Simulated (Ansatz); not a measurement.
C2H6O2Si can be A, `O=CC[SiH2]O`, or B, `C=C(O)[SiH2]O`.

Computed with Ansatz on PBE0-D4/def2-TZVP structures; ΔE is electronic, products minus reactants. CBS: MP2 limit from def2 TZ/QZ plus the TZ coupled-cluster correction, frozen cores. DFT in def2-TZVPP. B3LYP here is the variant with VWN-RPA as its local correlation; programs differ in this. One conformer a species, not always the lowest.

**Question.** Which is lower in electronic energy at CCSD(T)/CBS, and by how much? (Best estimate.)

**Answer.** Computed: A, by 49.0 kJ/mol.

**Question.** Give E(B) − E(A) in kJ/mol with CCSD(T)/def2-TZVPP, r2SCAN-D4, CCSD/def2-TZVPP, PBE-D4, B3LYP, B3LYP-D4, MP2/def2-TZVPP. (Best estimate.)

**Answer.** Computed: CCSD(T)/def2-TZVPP 52.7, r2SCAN-D4 55.8, CCSD/def2-TZVPP 52.5, PBE-D4 54.1, B3LYP 50.4, B3LYP-D4 51.6, MP2/def2-TZVPP 55.0. None reverses the order clearly.

Largest T1 diagnostic: 0.014.
